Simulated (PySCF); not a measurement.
## Mayer bond orders and bond lengths

C3H14FPSi3.
SMILES with atom numbers: `[CH3:1][Si@@:2]([PH2:3])([CH2:4][SiH3:5])[CH2:6][SiH2:7][F:8]` (hydrogens: H9, H10, H11 on C1; H12, H13 on P3; H14, H15 on C4; H16, H17, H18 on Si5; H19, H20 on C6; H21, H22 on Si7)

Cartesian coordinates in Å at the GFN2-xTB level; atoms count from 1:
```
atom  x, y, z in Å
C1    -1.479    1.685   -0.702
Si2    0.079    0.719   -0.146
P3     1.943    2.012   -0.171
C4    -0.157    0.030    1.617
Si5    1.254   -1.083    2.238
C6     0.434   -0.684   -1.400
Si7   -0.966   -1.927   -1.638
F8    -1.544   -2.327   -0.186
H9    -1.660    2.544   -0.062
H10   -1.373    2.053   -1.719
H11   -2.360    1.053   -0.668
H12    1.490    2.837   -1.184
H13    1.484    2.880    0.803
H14   -0.276    0.864    2.309
H15   -1.089   -0.531    1.649
H16    2.534   -0.390    2.064
H17    1.264   -2.342    1.491
H18    1.042   -1.370    3.661
H19    0.683   -0.243   -2.365
H20    1.331   -1.205   -1.068
H21   -0.523   -3.193   -2.206
H22   -2.121   -1.362   -2.322
```

Bond orders from the PBE0/pcSseg-1 density (PySCF). One conformer (not necessarily the lowest) at the GFN2-xTB geometry, without solvent, vibrations or thermal averaging.

Q: How far do the computed orders between heavy atoms stray from the drawn ones?

A: The largest departure is 0.129, at Si7–F8 (drawn single, 0.871). Drawn single, order below 0.88: Si2–C6 (0.878) and Si7–F8 (0.871).

Q: Give the Mayer order of every bond between heavy atoms, beside its length.

A: 
```tsv
bond	drawn as	length (Å)	Mayer order
C1–Si2	single	1.916	0.961
Si2–P3	single	2.268	1.083
Si2–C4	single	1.907	0.935
C4–Si5	single	1.902	0.910
Si2–C6	single	1.915	0.878
C6–Si7	single	1.887	0.921
Si7–F8	single	1.614	0.871
```

By pair of heavy elements: C–Si: lowest Si2–C6 (0.878, 1.915 Å), highest C1–Si2 (0.961, 1.916 Å); in 4 of the 10 pairs the longer bond (by over 0.003 Å) has the higher order (by 0.02 or more).

Q: And the bonds to hydrogen?

A: C–H: 0.92 to 0.96 (7 bonds); H–P: 0.92 to 0.93 (2 bonds); H–Si: 0.93 to 0.95 (5 bonds).

Q: Sum the orders of all bonds at each heavy atom with more than one neighbour and set the sums beside the valence in the SMILES.

A: C1 3.815 (drawn 4), Si2 3.857 (drawn 4), P3 2.933 (drawn 3), C4 3.698 (drawn 4), Si5 3.751 (drawn 4), C6 3.656 (drawn 4), Si7 3.653 (drawn 4). Orders between atoms that aren't bonded are not in these sums.

For a closed shell the Mayer order of atoms A and B is Σ (PS)μν (PS)νμ over the basis functions μ on A and ν on B, with P the density and S the overlap matrix.

The run behind these numbers computed NMR shieldings as well. On an Intel Xeon 6975P-C with one thread, no GPU (shared host), this took 53 s of wall time (with the writing of density and orbital grids) and 1.1 GiB of memory at its peak.
